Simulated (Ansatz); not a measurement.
All numbers were calculated with Ansatz.

A structure relaxed at PBE0-D4/def2-TZVP, charge 0, multiplicity 1:

```
atom   x (Å)   y (Å)   z (Å)
  O1   0.688  -0.459  -1.399
 Sn2  -0.232   0.191   0.178
 Br3  -1.839   1.833  -0.627
 Br4  -1.358  -1.663   1.318
 Br5   1.374   1.208   1.725
  H6   1.366  -1.111  -1.195
```

Question: Give its formula and SMILES.

Answer: Br3HOSn, `[OH][Sn]([Br])([Br])[Br]`.

Question: Point group (tolerance 0.08 Å, 0.16 Å for H)?

Answer: Cs.

Question: Summarise the bond lengths by kind.

Answer: 1 × O–Sn 1.938 Å; 1 × H–O 0.962 Å; 3 × Br–Sn 2.434 to 2.451 Å.
